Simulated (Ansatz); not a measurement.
BBrClF (SMILES FB(Cl)Br), singlet, at a GFN2-xTB geometry, with bond 3-1 at 1.4 times its length; SC-NEVPT2/STO-3G, CASSCF(4,3) (Ansatz, a program for electronic structure).

The Ansatz input:
Ansatz 0.2 input:
```yaml
crystal:
  periodic: [false, false, false]
  atoms:
    - {symbol: B, position_ang: [-0.63530624, 0.09060175, -0.26285208]}
    - {symbol: F, position_ang: [-1.72139616, -0.65123299, -0.32083313]}
    - {symbol: Cl, position_ang: [-0.66908730, 2.28261858, -1.23144089]}
    - {symbol: Br, position_ang: [0.85370004, -0.64998540, 0.58376227]}
basis:
  gaussian:
    orbitals: STO-3G
magnetization: {spin_polarized: false}
correlation: {method: sc_nevpt2, electrons: all, active_space: {window: {electrons: 4, orbitals: 3}}}
```

Q: What does Ansatz print? Leave out banner, timings and long lists.

A: 
```
Functional definition: HF
411 factors; integrals over basis functions are off by at most 3.4e-5 eV
mean field evaluation 1: about -84941.3557 eV, gradient 3.0e1 eV
mean field evaluation 2: about -84941.3915 eV, gradient 3.0e1 eV
mean field evaluation 4: about -84945.9625 eV, gradient 1.5e0 eV
mean field evaluation 8: about -84945.9753 eV, gradient 1.6e-3 eV
mean field -84945.97534527 eV, -3121.7070154885 hartree, gradient 4.1e-6 eV, S^2 0.000000; 0 other end points of the search recorded, 0 dependent functions left out
reference -84945.97534527 eV, -3121.7070154885 hartree; 33, 33 occupied and 4, 4 virtual orbitals, 411 factors
state -84946.80749716 eV, -3121.7375965066 hartree
state -84946.80749716 eV, -3121.7375965066 hartree; corrected -84948.71143781 eV, -3121.8075650349 hartree
Total energy: -84948.71143781 eV, -3121.8075650349 hartree
```
